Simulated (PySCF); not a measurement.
Ga(H)(F)(OMe) (CH₄FGaO), SMILES [F][GaH][O]C. Atoms are numbered in the order given.

```xyz
8

Ga    -0.3195     0.4362     0.0000
H     -1.8762     0.5367     0.0000
F      0.7049     1.8709     0.0000
O      0.6530    -1.0675     0.0000
C      0.0740    -2.3577     0.0000
H      0.4059    -2.9266    -0.8975
H      0.4059    -2.9266     0.8975
H     -1.0427    -2.3571     0.0000
```

Geometry optimised at PBE-D3(BJ)/def2-SVP. The structure was generated by enumeration; whether it is a known compound was not checked. Other conformers were not sampled.

Computed with PBE-D3(BJ)/def2-SVP run with PySCF.

Frequencies are harmonic and unscaled.

Give all harmonic wavenumbers and intensities. (Estimate from the structure and the level; the computed values follow.)


```csv
mode,ν (cm⁻¹),IR (km/mol),moving atoms (share of kinetic energy)
1,95,3.2,"H 62 %, O 30 %"
2,105,0.0,"H 48 %, F 18 %, O 14 %, C 13 %"
3,126,2.8,"F 39 %, Ga 20 %, C 20 %, H 16 %"
4,252,17.0,"O 32 %, C 26 %, F 17 %, H 15 %, Ga 10 %"
5,434,45.7,H 87 %
6,551,113.1,H 88 %
7,610,34.4,"O 56 %, Ga 16 %, H 11 %, C 11 %"
8,694,54.2,"F 73 %, Ga 22 %"
9,1091,158.0,"O 43 %, C 40 %, H 17 %"
10,1133,0.3,"H 77 %, C 19 %"
11,1160,30.8,"H 60 %, C 22 %, O 18 %"
12,1412,0.7,H 97 %
13,1422,21.8,"H 89 %, C 10 %"
14,1427,11.1,H 96 %
15,1973,69.6,H 99 %
16,2902,82.9,H 97 %
17,2982,48.8,"H 91 %, C 9 %"
18,3002,31.9,"H 90 %, C 10 %"
```
